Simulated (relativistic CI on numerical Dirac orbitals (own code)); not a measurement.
# Energy levels of Hg68+

Computed by Dirac-Coulomb-Breit CI, orbitals from a KLI potential per configuration, a model potential for QED, unscaled Slater integrals (own radial code, finite nucleus).

Configuration list (outside the closed core [Ne]): 3s², 3s3p, 3p², 3s3d, 3d², 3p3d, 3p4s, 3d4s, 3s4s, 3s4p, 3s4d, 3s4f, 3s5s, 3s5p, 3s5d, 4s², 3s5f, 3s5g, 3s6s, 3s6p, 3s6d. Levels of other configurations are missing.

```csv
No.,Configuration,Term,J,E (Ry),%,Landé g,Lifetime (s)
1,3s²,¹S,0,0.000,99,,
2,3s3p,³P°,0,11.648,100,,
3,3s3p,³P°,1,12.966,71,1.334,4.34e-11
4,3p²,³P,0,27.796,68,,6.44e-12
5,3s3p,³P°,2,51.043,100,1.483,1.42e-09
6,3s3p,¹P°,1,54.100,71,1.128,1.91e-13
7,3p²,¹D,2,65.765,54,1.127,1.01e-12
8,3p²,³P,1,66.006,100,1.485,2.59e-13
9,3s3d,³D,1,68.406,100,0.485,3.17e-13
10,3s3d,³D,2,69.624,64,1.123,1.77e-13
11,3s3d,³D,3,77.179,100,1.317,2.76e-12
12,3s3d,¹D,2,78.588,68,1.043,1.48e-12
13,3p3d,³F°,2,80.933,75,0.745,1.63e-11
14,3p3d,³D°,1,83.853,52,0.810,2.40e-13
15,3p3d,³P°,2,91.290,47,1.270,2.38e-12
16,3p3d,³F°,3,91.567,50,1.098,3.29e-12
17,3p²,³P,2,105.965,65,1.307,1.33e-13
18,3p²,¹S,0,107.559,68,,1.35e-13
19,3p3d,³D°,2,121.447,52,1.033,1.49e-13
20,3p3d,³P°,0,122.272,100,,1.44e-13
21,3p3d,³F°,3,122.272,49,1.073,1.60e-13
22,3p3d,³P°,1,122.310,58,1.089,1.45e-13
23,3p3d,³F°,4,129.261,100,1.234,2.93e-13
24,3p3d,³P°,2,130.221,45,1.221,2.46e-13
25,3p3d,³D°,3,131.721,63,1.196,2.43e-13
26,3p3d,¹P°,1,132.789,64,1.055,2.23e-13
27,3d²,³F,2,137.949,72,0.761,1.67e-13
28,3d²,³P,0,140.169,68,,1.52e-13
29,3d²,³F,3,146.364,100,1.068,3.06e-13
30,3d²,³P,2,147.348,50,1.161,2.82e-13
```

Energies count from the lowest computed level; ° marks odd parity; lifetimes are radiative, by E1, M1, E2, M2 decay to levels of this space only; some are left blank where a channel outside the calculation adds to the decay or the decay crosses a small, uncertain gap.

The mean weight of the leading LS term, summed over parents, in these 30 levels is 73 %, and that of the leading jj configuration (from the same eigenvectors) 98 %, so jj coupling describes them better and the LS labels are nominal.

At this charge energies of transitions that change n are usually good to better than 1 %, and those within a shell (Δn = 0) to a few per cent.

LS names give the leading component of a level, which can be under half, so a name can repeat, a term be missing and a line seem to break the LS rules.
